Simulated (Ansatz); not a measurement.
A made-up structure of BH3TeO, singlet:

```
6
angstrom
B -0.8087 0.5011 -0.7165
Te -0.5513 -0.9172 0.7796
O 1.2621 -0.4893 1.4118
H -1.8676 0.4877 -1.2672
H 0.0687 1.2586 -0.9879
H -1.3765 -2.3808 0.9616
```

It is relaxed with PBE-D4/def2-SVP and then PBE0-D4/def2-TZVP (Ansatz 0.2.0). Atoms count as bonded within 1.22 times the sum of their covalent radii (H–H: 0.88 Å). The end point is not checked to be a true minimum.

Q: Does its bonding change? (Judge from chemistry; the calculation decides.)

A: The calculation gives: Yes. Formed: B1–H6; broken: none.

Where it ends: The first stage lowers the energy by 1.80 eV in 20 steps. It ends as BH₃TeO ([O][Te]1[H][BH2]1):
```
6
angstrom
B -0.9223 0.0915 -0.5710
Te -0.5713 -0.5466 1.4376
O 1.1933 -0.6679 1.7412
H -2.0699 0.3717 -0.7567
H -0.0022 0.4469 -1.2370
H -0.9010 -1.2357 -0.4327
```

Labels in which every atom is bracketed show which atoms are joined, not bond orders.

For scale, one of the runs: PBE0-D4/def2-TZVP relaxation, 130 basis functions, launched by `ansatz run in.yaml --threads 2 --pin off --events-out ev --progress --plain --max-ram 4352MiB`. The run took about 19 s on 2 CPU threads of an Arm Neoverse V2 (shared host).
